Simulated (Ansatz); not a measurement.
CH3ClGa (SMILES [CH3][Ga][Cl]), doublet, geometry from GFN2-xTB (such geometries of metal compounds can be far from the true shape) (the spin is typed, not shown lowest); Ansatz (a quantum-chemistry and plane-wave program) with WB97X/def2-TZVP.

Here is a job for Ansatz.
Ansatz 0.2 input:
```yaml
crystal:
  periodic: [false, false, false]
  atoms:
    - {symbol: Ga, position_ang: [0.50176795, 0.31351713, 0.10944034]}
    - {symbol: C, position_ang: [-0.42148577, 1.58617638, -1.41951157]}
    - {symbol: H, position_ang: [-1.34994940, 1.96354136, -0.99462624]}
    - {symbol: H, position_ang: [-0.63299857, 0.93812317, -2.26812967]}
    - {symbol: H, position_ang: [0.23050747, 2.40482668, -1.71042882]}
    - {symbol: Cl, position_ang: [-0.66314421, -1.44368120, 0.59397669]}
basis:
  gaussian:
    orbitals: def2-TZVP
hamiltonian:
  xc: {name: wB97X}
magnetization: {spin_polarized: true, initial_magnetization: 1}
```

It wrote (shortened):

```
Functional definition: wB97X
978 factors; their error is unknown
222 factors; integrals over basis functions are off by at most 3.7e-5 eV
mean field evaluation 1: about -65984.2769 eV, gradient 3.0e1 eV
mean field evaluation 2: about -65985.3825 eV, gradient 3.0e1 eV
mean field evaluation 4: about -65988.6139 eV, gradient 1.5e0 eV
mean field evaluation 8: about -65988.6357 eV, gradient 7.4e-2 eV
mean field evaluation 16: about -65988.7654 eV, gradient 2.9e-4 eV
mean field -65988.76538430 eV, -2425.0423990814 hartree, gradient 1.3e-5 eV, S^2 0.760558; 0 other end points of the search recorded, 0 dependent functions left out
reference -65988.76535940 eV, -2425.0423981663 hartree; 29, 28 occupied and 105, 106 virtual orbitals, 978 factors
Total energy: -65988.76535940 eV, -2425.0423981663 hartree
```
